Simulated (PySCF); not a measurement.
Method: M06-2X/def2-TZVP // B3LYP-D3(BJ)/def2-TZVP in PySCF. Isolated molecules, 0 K electronic values unless said otherwise. One relaxed conformer stands for a flexible species; it need not be the lowest. Excitations are Tamm–Dancoff values on a coarser integration grid. The basis has no diffuse functions, so Rydberg states are missing or too high.

Reference species (SMILES): `[InH2][OH]` (neutral, multiplicity 1).

- S1 excitation (TDA): 5.41 eV
- LUMO: -1.06 eV
- T1 excitation (TDA): 5.05 eV

Changed species: `[OH][InH][OH]` (H–O–In–O torsion 0°, O–In–O–H torsion 0°) (2 of 3 H replaced by OH; the reference has 1 of 3 H replaced by OH).

What does the change do to the S1 excitation (TDA), LUMO and T1 excitation (TDA)?

the S1 excitation (TDA) rises by 0.57 eV, to 5.98 eV; the LUMO rises by 0.38 eV, to -0.68 eV; the T1 excitation (TDA) rises by 0.52 eV, to 5.57 eV.
